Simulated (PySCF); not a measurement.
Cl2Mn (SMILES [Cl][Mn][Cl]), sextet, geometry from GFN2-xTB (such geometries of metal compounds can be far from the true shape); PySCF with PBE0/STO-3G.

The PySCF input:
```python
from pyscf import gto, scf, dft

mol = gto.M(
    atom='''
Mn    0.00000000    0.00000000    0.00000000
Cl    0.00000000    0.00000000    1.97614452
Cl   -0.00000000   -0.00000000   -1.97614452
''',
    basis='sto-3g',
    spin=5,
    verbose=4,
)

mf = dft.UKS(mol)
mf.xc = 'pbe0'
mf.grids.level = 5
mf.kernel()
mf.analyze()
```

### Question
Predict the main parts of the log of this PySCF run.

### Answer

```
PySCF version 2.14.0

[INPUT] verbose = 4
[INPUT] num. atoms = 3
[INPUT] num. electrons = 59
[INPUT] charge = 0
[INPUT] spin (= nelec alpha-beta = 2S) = 5
[INPUT] symmetry False subgroup None
[INPUT] Mole.unit = angstrom
[INPUT] Symbol           X                Y                Z      unit          X                Y                Z       unit  Magmom
[...]
nuclear repulsion = 266.309842693054
number of shells = 18
number of NR pGTOs = 108
number of NR cGTOs = 36
basis = sto-3g
ecp = {}

******** <class 'pyscf.dft.uks.UKS'> ********
method = UKS
initial guess = minao
damping factor = 0
level_shift factor = 0
DIIS = <class 'pyscf.scf.diis.CDIIS'>
diis_start_cycle = 1
diis_space = 8
diis_damp = 0
SCF conv_tol = 1e-09
SCF conv_tol_grad = None
SCF max_cycles = 50
direct_scf = True
direct_scf_tol = 1e-13
number electrons alpha = 32  beta = 27
XC library pyscf.dft.libxc version 7.1.2
    S. Lehtola, C. Steigemann, M. J. T. Oliveira, and M. A. L. Marques,  SoftwareX 7, 1–5 (2018)
XC functionals = pbe0
    C. Adamo and V. Barone,  J. Chem. Phys. 110, 6158 (1999)
    M. Ernzerhof and G. E. Scuseria,  J. Chem. Phys. 110, 5029 (1999)
radial grids:
    Treutler-Ahlrichs [JCP 102, 346 (1995); DOI:10.1063/1.469408] (M4) radial grids

becke partition: Becke, JCP 88, 2547 (1988); DOI:10.1063/1.454033
pruning grids: <function nwchem_prune>
grids dens level: 5
symmetrized grids: False
atomic radii adjust function: <function treutler_atomic_radii_adjust>
small_rho_cutoff = 0
Set gradient conv threshold to 3.16228e-05
tot grids = 131376
init E= -2045.79865457613

cycle= 1 E= -2045.18547482571  delta_E= 0.613  |g|= 1.37  |ddm|= 6.76

cycle= 2 E= -2032.6141201971  delta_E= 12.6  |g|= 2.34  |ddm|= 7.32

cycle= 3 E= -2048.62957643688  delta_E=  -16  |g|= 0.286  |ddm|= 4.89
cycle= 4 E= -2048.71697185803  delta_E= -0.0874  |g|= 0.151  |ddm|= 0.603
cycle= 5 E= -2048.72684430864  delta_E= -0.00987  |g|= 0.121  |ddm|= 0.158
cycle= 6 E= -2048.73578140132  delta_E= -0.00894  |g|= 0.0731  |ddm|= 0.195
cycle= 7 E= -2048.7394084667  delta_E= -0.00363  |g|= 0.0343  |ddm|= 0.105
cycle= 8 E= -2048.74048548951  delta_E= -0.00108  |g|= 0.00161  |ddm|= 0.0855
cycle= 9 E= -2048.74048963855  delta_E= -4.15e-06  |g|= 0.000502  |ddm|= 0.00619
cycle= 10 E= -2048.74048993202  delta_E= -2.93e-07  |g|= 3.48e-05  |ddm|= 0.00174
cycle= 11 E= -2048.74048993303  delta_E= -1.01e-09  |g|= 1.04e-06  |ddm|= 7.63e-05
cycle= 12 E= -2048.74048993303  delta_E= -4.55e-13  |g|= 1.02e-07  |ddm|= 5.43e-06
Extra cycle  E= -2048.74048993303  delta_E= 1.82e-12  |g|= 6.71e-08  |ddm|= 4.29e-07
converged SCF energy = -2048.74048993303  <S^2> = 8.7633741  2S+1 = 6.0044564
**** SCF Summaries ****
Total Energy =                       -2048.740489933030403
Nuclear Repulsion Energy =             266.309842693053668
One-electron Energy =                -3359.860626947786841
Two-electron Energy =                 1044.810294321702486
Two-electron Coulomb Energy =         1152.988777687794254
DFT Exchange-Correlation Energy =     -108.178483366091825
**** MO energy ****
                             alpha | beta                alpha | beta
[...]
To work with the spin densities directly, `use mulliken_meta_spin()` only printing them here.

 ** Mulliken spin pop alpha/beta on meta-lowdin orthogonal AOs **
 ** Mulliken Spin Density (per AO)  **
spin_pop of  0 Mn 1s        0.00000
spin_pop of  0 Mn 2s        0.00001
spin_pop of  0 Mn 3s        0.00006
spin_pop of  0 Mn 4s        0.52962
spin_pop of  0 Mn 2px      -0.00000
spin_pop of  0 Mn 2py      -0.00000
spin_pop of  0 Mn 2pz      -0.00000
spin_pop of  0 Mn 3px       0.00021
spin_pop of  0 Mn 3py       0.00021
spin_pop of  0 Mn 3pz       0.00024
spin_pop of  0 Mn 4px       0.02558
spin_pop of  0 Mn 4py       0.02558
spin_pop of  0 Mn 4pz       0.00526
spin_pop of  0 Mn 3dxy      1.00000
spin_pop of  0 Mn 3dyz      0.98075
spin_pop of  0 Mn 3dz^2     0.49974
spin_pop of  0 Mn 3dxz      0.98075
spin_pop of  0 Mn 3dx2-y2    1.00000
spin_pop of  1 Cl 1s        0.00000
spin_pop of  1 Cl 2s        0.00003
spin_pop of  1 Cl 3s        0.00626
spin_pop of  1 Cl 2px      -0.00000
spin_pop of  1 Cl 2py      -0.00000
spin_pop of  1 Cl 2pz       0.00001
spin_pop of  1 Cl 3px      -0.00327
spin_pop of  1 Cl 3py      -0.00327
spin_pop of  1 Cl 3pz      -0.02376
spin_pop of  2 Cl 1s        0.00000
spin_pop of  2 Cl 2s        0.00003
spin_pop of  2 Cl 3s        0.00626
spin_pop of  2 Cl 2px      -0.00000
spin_pop of  2 Cl 2py      -0.00000
spin_pop of  2 Cl 2pz       0.00001
spin_pop of  2 Cl 3px      -0.00327
spin_pop of  2 Cl 3py      -0.00327
spin_pop of  2 Cl 3pz      -0.02376
 ** Mulliken Spin Density (per atom)  **
spin density of  0 Mn =      5.04802
spin density of  1 Cl =     -0.02401
spin density of  2 Cl =     -0.02401
 ** Mulliken pop alpha/beta on meta-lowdin orthogonal AOs **
 ** Mulliken pop       alpha | beta **
[...]
In total            32.00000 | 27.00000
 ** Mulliken atomic charges   ( Nelec_alpha | Nelec_beta ) **
charge of  0Mn =      1.14971  (    14.44916      9.40114 )
charge of  1Cl =     -0.57485  (     8.77542      8.79943 )
charge of  2Cl =     -0.57485  (     8.77542      8.79943 )
Dipole moment(X, Y, Z, Debye):  0.00000,  0.00000, -0.00000
```
